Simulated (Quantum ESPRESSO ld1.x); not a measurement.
Results of a calculation; reference values are marked as such.
Si2+, configuration [Ne] 3s1 7s1 (not the ground configuration). Code: ld1.x of Quantum ESPRESSO 7.5. Model: scalar-relativistic Kohn-Sham, LDA (Slater exchange, VWN5 correlation), spin-polarised, spherical densities, point nucleus; open shells are filled with parallel spins first. Some entries of the table are withheld. Estimate them.

orbital  occ.  eigenvalue (eV)  r(max) (bohr)
1s up       1         -1814.06          0.073
1s down     1         -1813.83          0.073
2s up       1              (1)          0.457
2s down     1              (2)          0.457
2p up       3              (3)          0.386
2p down     3              (4)          0.386
3s up       1         -38.4965            (5)
3s down     0         -36.1237            (6)
7s up       1          -3.2383           19.0
7s down     0          -3.0872           19.3

Answer. 
(1) 2s up eigenvalue (eV): -173.113
(2) 2s down eigenvalue (eV): -172.817
(3) 2p up eigenvalue (eV): -130.056
(4) 2p down eigenvalue (eV): -129.746
(5) 3s up r(max) (bohr): 1.63
(6) 3s down r(max) (bohr): 1.62
